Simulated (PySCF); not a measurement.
Atomic charges against the basis set

Compound: C3H5F3Si.
Structure used (PBE0-D3(BJ)/def2-SVP), in Å, numbered top down from 1:
```xyz
12
C3H5F3Si angstrom
C     -2.005   -0.403   -0.139
C     -0.829   -0.581    0.465
C      0.211    0.481    0.655
Si     1.615    0.250   -0.518
F      2.247   -1.218   -0.383
F      1.166    0.434   -2.045
F      2.794    1.303   -0.250
H     -2.309    0.574   -0.527
H     -2.706   -1.231   -0.266
H     -0.564   -1.581    0.828
H     -0.204    1.489    0.493
H      0.629    0.458    1.676
```

PBE0 throughout (PySCF), one geometry, spherical d and f functions. One conformer (not necessarily the lowest) at the PBE0-D3(BJ)/def2-SVP geometry, without solvent, vibrations or thermal averaging. Atoms taken as equivalent share a column and are averaged. The first 7 of 9 kinds of atom are listed.

Mulliken charges (e):

```json
{"basis": "STO-3G", "functions": "44", "C1": "-0.178", "C2": "-0.088", "C3": "-0.347", "Si4": "+1.001", "F5/F6/F7": "-0.264", "H8": "+0.077", "H9": "+0.081"}
{"basis": "6-31G", "functions": "77", "C1": "-0.333", "C2": "-0.088", "C3": "-0.793", "Si4": "+1.520", "F5/F6/F7": "-0.444", "H8": "+0.167", "H9": "+0.175"}
{"basis": "pcSseg-0", "functions": "77", "C1": "-0.384", "C2": "-0.248", "C3": "-1.164", "Si4": "+1.946", "F5/F6/F7": "-0.493", "H8": "+0.224", "H9": "+0.233"}
{"basis": "6-31G*", "functions": "112", "C1": "-0.378", "C2": "-0.110", "C3": "-0.649", "Si4": "+1.319", "F5/F6/F7": "-0.391", "H8": "+0.173", "H9": "+0.181"}
{"basis": "cc-pVDZ", "functions": "127", "C1": "-0.017", "C2": "-0.161", "C3": "-0.177", "Si4": "+0.953", "F5/F6/F7": "-0.296", "H8": "+0.042", "H9": "+0.054"}
{"basis": "def2-SVP", "functions": "127", "C1": "-0.063", "C2": "-0.146", "C3": "-0.294", "Si4": "+1.133", "F5/F6/F7": "-0.331", "H8": "+0.051", "H9": "+0.062"}
{"basis": "aug-cc-pVDZ", "functions": "210", "C1": "+0.380", "C2": "+1.084", "C3": "+0.298", "Si4": "+2.152", "F5/F6/F7": "-0.657", "H8": "-0.410", "H9": "-0.376"}
{"basis": "6-311+G(2d,p)", "functions": "227", "C1": "-0.316", "C2": "+0.091", "C3": "-0.806", "Si4": "+1.714", "F5/F6/F7": "-0.476", "H8": "+0.118", "H9": "+0.128"}
{"basis": "def2-TZVP", "functions": "253", "C1": "-0.276", "C2": "-0.142", "C3": "-0.317", "Si4": "+0.940", "F5/F6/F7": "-0.298", "H8": "+0.126", "H9": "+0.135"}
{"basis": "cc-pVTZ", "functions": "284", "C1": "-0.265", "C2": "-0.135", "C3": "-0.248", "Si4": "+0.851", "F5/F6/F7": "-0.270", "H8": "+0.115", "H9": "+0.127"}
{"basis": "IGLO-III", "functions": "304", "C1": "-0.214", "C2": "-0.116", "C3": "-0.489", "Si4": "+1.629", "F5/F6/F7": "-0.473", "H8": "+0.089", "H9": "+0.113"}
{"basis": "pcSseg-2", "functions": "329", "C1": "-0.087", "C2": "-0.146", "C3": "-0.242", "Si4": "+1.342", "F5/F6/F7": "-0.400", "H8": "+0.048", "H9": "+0.069"}
```

IAO charges (e):

| basis | functions | C1 | C2 | C3 | Si4 | F5/F6/F7 | H8 | H9 |
| --- | --- | --- | --- | --- | --- | --- | --- | --- |
| STO-3G | 44 | -0.275 | -0.142 | -0.532 | +1.372 | -0.368 | +0.128 | +0.135 |
| 6-31G | 77 | -0.308 | -0.137 | -0.602 | +1.669 | -0.489 | +0.151 | +0.163 |
| pcSseg-0 | 77 | -0.295 | -0.141 | -0.623 | +1.691 | -0.485 | +0.145 | +0.157 |
| 6-31G* | 112 | -0.306 | -0.129 | -0.609 | +1.793 | -0.512 | +0.143 | +0.154 |
| cc-pVDZ | 127 | -0.311 | -0.130 | -0.604 | +1.769 | -0.507 | +0.144 | +0.156 |
| def2-SVP | 127 | -0.302 | -0.127 | -0.603 | +1.779 | -0.508 | +0.140 | +0.151 |
| aug-cc-pVDZ | 210 | -0.323 | -0.133 | -0.610 | +1.798 | -0.517 | +0.149 | +0.161 |
| 6-311+G(2d,p) | 227 | -0.322 | -0.134 | -0.620 | +1.822 | -0.522 | +0.149 | +0.161 |
| def2-TZVP | 253 | -0.323 | -0.133 | -0.625 | +1.839 | -0.525 | +0.149 | +0.160 |
| cc-pVTZ | 284 | -0.324 | -0.132 | -0.622 | +1.827 | -0.522 | +0.149 | +0.160 |
| IGLO-III | 304 | -0.325 | -0.134 | -0.624 | +1.833 | -0.524 | +0.150 | +0.161 |
| pcSseg-2 | 329 | -0.323 | -0.133 | -0.625 | +1.839 | -0.526 | +0.149 | +0.161 |

Hirshfeld charges (e):

```
        basis  functions      C1      C2      C3     Si4  F5/F6/F7      H8      H9
       STO-3G         44  -0.076  -0.033  -0.099  +0.627    -0.176  +0.024  +0.026
        6-31G         77  -0.090  -0.034  -0.135  +0.616    -0.216  +0.050  +0.055
     pcSseg-0         77  -0.089  -0.034  -0.137  +0.647    -0.214  +0.047  +0.052
       6-31G*        112  -0.097  -0.032  -0.138  +0.557    -0.189  +0.048  +0.052
      cc-pVDZ        127  -0.096  -0.034  -0.149  +0.563    -0.185  +0.047  +0.051
     def2-SVP        127  -0.098  -0.034  -0.151  +0.579    -0.188  +0.047  +0.051
  aug-cc-pVDZ        210  -0.101  -0.044  -0.164  +0.610    -0.197  +0.052  +0.054
6-311+G(2d,p)        227  -0.098  -0.045  -0.158  +0.608    -0.198  +0.051  +0.053
    def2-TZVP        253  -0.101  -0.042  -0.158  +0.588    -0.191  +0.050  +0.053
      cc-pVTZ        284  -0.102  -0.039  -0.158  +0.584    -0.189  +0.050  +0.053
     IGLO-III        304  -0.103  -0.044  -0.160  +0.591    -0.189  +0.050  +0.053
     pcSseg-2        329  -0.102  -0.042  -0.163  +0.603    -0.194  +0.051  +0.054
```

ESP-fitted charges (e):

| basis | functions | C1 | C2 | C3 | Si4 | F5/F6/F7 | H8 | H9 |
| --- | --- | --- | --- | --- | --- | --- | --- | --- |
| STO-3G | 44 | -0.381 | +0.126 | -0.597 | +1.091 | -0.281 | +0.143 | +0.123 |
| 6-31G | 77 | -0.547 | +0.182 | -0.868 | +1.474 | -0.429 | +0.229 | +0.203 |
| pcSseg-0 | 77 | -0.589 | +0.181 | -0.909 | +1.529 | -0.429 | +0.247 | +0.214 |
| 6-31G* | 112 | -0.531 | +0.075 | -0.571 | +0.920 | -0.274 | +0.221 | +0.201 |
| cc-pVDZ | 127 | -0.510 | +0.093 | -0.593 | +0.988 | -0.294 | +0.212 | +0.190 |
| def2-SVP | 127 | -0.509 | +0.099 | -0.614 | +1.047 | -0.306 | +0.212 | +0.188 |
| aug-cc-pVDZ | 210 | -0.561 | +0.101 | -0.597 | +0.938 | -0.282 | +0.233 | +0.205 |
| 6-311+G(2d,p) | 227 | -0.589 | +0.125 | -0.662 | +1.028 | -0.303 | +0.244 | +0.214 |
| def2-TZVP | 253 | -0.584 | +0.125 | -0.646 | +0.983 | -0.289 | +0.240 | +0.211 |
| cc-pVTZ | 284 | -0.560 | +0.115 | -0.625 | +0.939 | -0.277 | +0.231 | +0.204 |
| IGLO-III | 304 | -0.567 | +0.108 | -0.619 | +0.931 | -0.276 | +0.235 | +0.207 |
| pcSseg-2 | 329 | -0.581 | +0.144 | -0.689 | +1.078 | -0.314 | +0.238 | +0.208 |

Some averages cover members that differ in this geometry, most widely: F5/F6/F7, Mulliken in 6-311+G(2d,p) -0.496 to -0.446 e.

Q: Which scheme is steadiest as the basis changes?

A: Largest range over the bases for any column: Hirshfeld 0.09 e, IAO 0.47 e, ESP-fitted 0.61 e, Mulliken 1.46 e. Hirshfeld charges move least and Mulliken charges most, counted in e. Without the minimal STO-3G basis the ranges are Hirshfeld 0.09, IAO 0.17, ESP-fitted 0.61, Mulliken 1.46 e.

Q: How much do the charges still move between the two largest bases, IGLO-III and pcSseg-2?

A: At most, over all atoms: Mulliken 0.288 e, IAO 0.006 e, Hirshfeld 0.012 e, ESP-fitted 0.147 e.

Q: What do the same runs give for the total energy, the frontier levels and the dipole moment?

A: 
```json
{"basis": "STO-3G", "energy (Eh)": "-696.7856", "HOMO (eV)": "-5.00", "LUMO (eV)": "3.54", "μ (D)": "0.85"}
{"basis": "6-31G", "energy (Eh)": "-705.7905", "HOMO (eV)": "-7.84", "LUMO (eV)": "-0.09", "μ (D)": "3.38"}
{"basis": "pcSseg-0", "energy (Eh)": "-704.6862", "HOMO (eV)": "-8.02", "LUMO (eV)": "-0.20", "μ (D)": "2.84"}
{"basis": "6-31G*", "energy (Eh)": "-705.9534", "HOMO (eV)": "-7.50", "LUMO (eV)": "0.18", "μ (D)": "2.39"}
{"basis": "cc-pVDZ", "energy (Eh)": "-705.9783", "HOMO (eV)": "-7.67", "LUMO (eV)": "-0.08", "μ (D)": "2.49"}
{"basis": "def2-SVP", "energy (Eh)": "-705.5653", "HOMO (eV)": "-7.72", "LUMO (eV)": "-0.11", "μ (D)": "2.39"}
{"basis": "aug-cc-pVDZ", "energy (Eh)": "-706.0240", "HOMO (eV)": "-7.80", "LUMO (eV)": "-0.44", "μ (D)": "2.53"}
{"basis": "6-311+G(2d,p)", "energy (Eh)": "-706.1345", "HOMO (eV)": "-7.82", "LUMO (eV)": "-0.45", "μ (D)": "2.56"}
{"basis": "def2-TZVP", "energy (Eh)": "-706.1868", "HOMO (eV)": "-7.77", "LUMO (eV)": "-0.31", "μ (D)": "2.42"}
{"basis": "cc-pVTZ", "energy (Eh)": "-706.1604", "HOMO (eV)": "-7.73", "LUMO (eV)": "-0.24", "μ (D)": "2.37"}
{"basis": "IGLO-III", "energy (Eh)": "-706.1918", "HOMO (eV)": "-7.78", "LUMO (eV)": "-0.38", "μ (D)": "2.41"}
{"basis": "pcSseg-2", "energy (Eh)": "-706.1917", "HOMO (eV)": "-7.81", "LUMO (eV)": "-0.39", "μ (D)": "2.49"}
```

The dipole is fixed by the density alone, so its range of 2.53 D shows that the density itself changes with the basis, not only its division among atoms.
